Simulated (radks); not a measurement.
All-electron atom: Co III in [Ar] 3d7 (the NIST ground configuration). Method: scalar-relativistic Kohn-Sham, r2SCAN, spin-polarised, spherical densities, finite nucleus; open shells are filled with parallel spins first; meta-GGA in the generalised Kohn-Sham scheme; Fermi nuclear charge, rms radius 3.7875 fm; computed with a radial shooting solver on a logarithmic mesh with Libxc functionals.

X-ray form factor f0, the Fourier transform of the density (f0(0) = 25):

sin(theta)/lambda (1/angstrom)  f0 (electrons)
0.05                                    24.710
0.1                                     23.885
0.15                                    22.641
0.2                                     21.126
0.25                                    19.480
0.3                                     17.819
0.4                                     14.740
0.5                                     12.219
0.6                                     10.311
0.8                                      7.958
1                                        6.739
1.25                                     5.770
1.5                                      4.930
2                                        3.417
